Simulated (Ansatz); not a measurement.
`[F][GeH2][SH]` + PH₃ → `[PH2][GeH2][SH]` + H–F at 298.15 K and 1 bar (ligand exchange at a Ge–F bond).

Gas-phase electronic energies from Ansatz, PBE0-D4/def2-TZVP geometries. CCSD(T)/CBS adds triple-zeta CCSD(T) − MP2 to the extrapolated MP2 energy (def2 sets, frozen cores). This one scheme is used for every species. For Ge outer-core shells are correlated without core-valence functions, which leaves a few kJ/mol of doubt a bond. Scalar relativity is left out up to krypton. Each species was taken in one conformer, which may not be the lowest.

```tsv
species	CCSD(T)/CBS energy (Eh)	H − E (kJ/mol)	S (J/(mol·K))
`[F][GeH2][SH]`	-2575.53651	88.3	306.6
PH₃	-342.72256	73.1	210.2
`[PH2][GeH2][SH]`	-2817.85197	132.3	340.1
H–F	-100.39570	33.5	173.6
```

H − E and S are ideal-gas, rigid-rotor, harmonic terms from PBE0-D4/def2-TZVP, for one conformer and one mirror image of each species. 1 Eh = 2625.50 kJ/mol, R = 8.31446 J/(mol·K).

Question: By hand: ΔE, ΔH, ΔS and ΔG.

Answer: ΔE = (-2817.85197) + (-100.39570) − (-2575.53651) − (-342.72256) = 0.01140 Eh = 29.9 kJ/mol. Δ(H − E) = 132.3 + 33.5 − 88.3 − 73.1 = 4.4, so ΔH = 34.3 kJ/mol. ΔS = 340.1 + 173.6 − 306.6 − 210.2 = -3.1 J/(mol·K). ΔG = 34.3 − 298.15 × (-3.1)/1000 = 35.2 kJ/mol.

Question: By hand: the equilibrium constant, and the temperature at which ΔG would vanish if ΔH and ΔS stayed fixed.

Answer: log₁₀ K = −ΔG/(RT ln 10) = -6.2. ΔH and −TΔS have one sign here, so there is no such temperature.

The number of gas molecules stays the same, so ΔS is small and ΔH decides. A doubt of 5 kJ/mol in ΔE shifts log₁₀ K by 0.9 here. Other conformers and mirror images would add mixing entropy, several J/(mol·K) or more a flexible species. These are equilibria of isolated gas molecules and say nothing of rates. Largest T1 diagnostic: 0.013 (customary marks: 0.02 for closed shells, 0.045 for open ones).

ΔS is within the doubt of such terms, so its sign, and with it that verdict, could turn.
